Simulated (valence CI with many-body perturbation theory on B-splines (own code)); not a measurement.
Ladder of approximations for Cs XV

Calculated by valence CI with perturbative core correlation (CI+MBPT): five valence electrons over a frozen Dirac-Fock core [Kr], radial functions for each j: 7 s, 7 p, 8 d, 6 f, 4 g, 1 h, with the one-electron correlation potential Σ1 (screened to all orders), the two-electron term Σ2, the three-electron term Σ3, Breit, model QED; selected single and double excitations, second order for the rest (own B-spline code, finite nucleus).

No measured levels were compared; by estimate terms of the open shell hold to 2 to 4 % of their energy, and close levels can change places. Core correlation moves these levels by up to 12000 cm⁻¹, and in measured spectra 5 to 20 % of such shifts remained as error; rates that hang on mixing are uncertain with them. Among the levels kept, up to 310 cm⁻¹ of a level comes from second order outside the variational space, and about a tenth of that is noise between levels of different J, which matters for small intervals. Only levels of the ground parity were solved; by the run's estimate the other parity begins above the list, which can be wrong where configurations are misplaced.

Each rung adds one term. CI alone is the Dirac-Coulomb CI over the frozen core; QED comes last and gives the full result, which names the levels. Energies are above 4d⁵ ⁶S_5/2 on the same rung, in cm⁻¹.

Names give the largest LS component (configuration and term), which can be under half, so a name can repeat, a term be missing and a line seem to break the LS rules; names also repeat where a configuration has a term twice. Letters in brackets count levels of one name in rising energy.

```csv
Level,CI alone
4d⁵ ⁴G_5/2 [a],39739
4d⁵ ⁴G_7/2,50237
4d⁵ ⁴G_11/2,52866
4d⁵ ⁴D_3/2,50986
4d⁵ ⁴G_5/2 [b],52688
4d⁵ ⁴G_9/2,54569
4d⁵ ⁴P_1/2,56891
4d⁵ ⁴D_7/2,64594
4d⁵ ⁴D_5/2,68332
4d⁵ ⁴D_1/2,72222
4d⁵ ²I_11/2,76355
4d⁵ ⁴P_3/2,74224
4d⁵ ²F_7/2 [a],79075
4d⁵ ²I_13/2,83647
4d⁵ ²G_9/2 [a],81970
4d⁵ ⁴F_3/2,80256
```

**Question.** What do these energies become with core correlation, Breit and QED?

**Answer.** 4d⁵ ⁴G_5/2 [a] 34955 (-4784); 4d⁵ ⁴G_7/2 44714 (-5523); 4d⁵ ⁴G_11/2 46732 (-6134); 4d⁵ ⁴D_3/2 47021 (-3965); 4d⁵ ⁴G_5/2 [b] 48165 (-4522); 4d⁵ ⁴G_9/2 48863 (-5706); 4d⁵ ⁴P_1/2 53465 (-3426); 4d⁵ ⁴D_7/2 58998 (-5596); 4d⁵ ⁴D_5/2 63669 (-4663); 4d⁵ ⁴D_1/2 67802 (-4420); 4d⁵ ²I_11/2 67955 (-8400); 4d⁵ ⁴P_3/2 70554 (-3671); 4d⁵ ²F_7/2 [a] 71639 (-7436); 4d⁵ ²I_13/2 74318 (-9329); 4d⁵ ²G_9/2 [a] 74553 (-7418); 4d⁵ ⁴F_3/2 75701 (-4555).

**Question.** How does the ionisation energy move along the ladder, and which term matters most?

**Answer.** CI alone 347.31, + Σ1 349.32, + Σ2 351.53, + Σ3 351.54, + Breit 351.58, + QED 351.59 eV. The largest step is Σ2, 2.21 eV, with Σ1 about as large (2.00). NIST lists 352 ± 3 eV (theoretical).
